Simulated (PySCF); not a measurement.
B(Br)(vinyl)(OH) (C2H4BBrO), SMILES C=CB(O)Br. Geometry optimised at PBE-D3(BJ)/def2-SVP. Other conformers were not sampled.

Computed equilibrium geometry at PBE-D3(BJ)/def2-SVP (PySCF confirms it by a frequency run) as Cartesian coordinates in Å, and its point group (one conformer of several):
point group Cs.
```xyz
9

B     -0.3174    -0.5654     0.0000
Br     0.1930     1.3250     0.0000
C      0.7847    -1.6617     0.0000
C      0.4812    -2.9790     0.0000
H      1.8466    -1.3616     0.0000
H      1.2565    -3.7640     0.0000
H     -0.5680    -3.3207     0.0000
O     -1.6354    -0.8933     0.0000
H     -2.2168    -0.1109     0.0000
```
Charge 0, spin multiplicity 1.
